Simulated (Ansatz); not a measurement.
Basis-set extrapolation for `N=C1[SiH2]S1` (PBE0-D4/def2-TZVP geometry, frozen core, Ansatz). Multiplicity 1, RHF reference.

```json
{"": "HF", "def2-TZVPP": "-780.547926", "def2-QZVPP": "-780.571991"}
{"": "MP2 correlation", "def2-TZVPP": "-0.647810", "def2-QZVPP": "-0.696534"}
{"": "CCSD(T) correlation", "def2-TZVPP": "-0.714591", "def2-QZVPP": "not run"}
```

Energies in hartree. Use E(X) = E(∞) + A·exp(−7.88·√X) for Hartree–Fock and E(X) = E(∞) + B·X^(−2.97) for correlation, with X = 3 and 4, and add CCSD(T) minus MP2 of the smaller set to the MP2 limit.

Q: What is the CCSD(T) energy at the basis-set limit?

A: HF limit: -780.571991 + (-0.024065) × 0.13774 = -780.57531. MP2 limit: -0.696534 + (-0.048724) × 0.74074 = -0.73263. Higher-order term: -0.714591 − (-0.647810) = -0.06678. Total: -781.37472 hartree, 294.6 kJ/mol below CCSD(T)/def2-TZVPP.
